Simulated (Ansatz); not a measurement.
Computed with Ansatz on PBE0-D4/def2-TZVP structures; ΔE is electronic, products minus reactants. CBS: MP2 limit from def2 TZ/QZ plus the TZ coupled-cluster correction, frozen cores. This one scheme is used for every species. Functionals use def2-TZVPP. B3LYP here is the variant with VWN-RPA as its local correlation; programs differ in this. For Ge outer-core shells are correlated without core-valence functions, which leaves a few kJ/mol of doubt a bond. Scalar relativity is left out up to krypton. Each species was taken in one conformer, which may not be the lowest.

Reaction (cleavage of the B–Ge bond): `[SiH3][SiH2][BH][GeH3]` + `[OH][AlH2]` → `[AlH2][O]B[SiH2][SiH3]` + GeH₄

CCSD(T)/CBS gives -32.3 kcal/mol.

**Question.** Another level gave -33.4 kcal/mol. Which?
A. ωB97M-V/def2-TZVPP
B. PBE-D4/def2-TZVPP
C. B3LYP/def2-TZVPP
D. r2SCAN-D4/def2-TZVPP

**Answer.** D. r2SCAN-D4 -33.4, B3LYP -36.1, ωB97M-V -34.5, PBE-D4 -31.8 kcal/mol.

Largest T1 diagnostic among the species: 0.015.

The D4 term adds +0.9 kcal/mol with B3LYP and +0.5 kcal/mol with PBE0; it sums over pairs of atoms, weighted by their polarisabilities, and B3LYP, whose exchange is more repulsive, gets the larger term. From PBE to PBE0 (25 % exact exchange), in def2-TZVPP and without D4, ΔE moves by −0.7 kcal/mol. In def2-TZVPP, CCSD(T) changes the Hartree–Fock value by +5.9 kcal/mol (the triples alone add +0.4 kcal/mol) and MP2 by +5.7 kcal/mol.
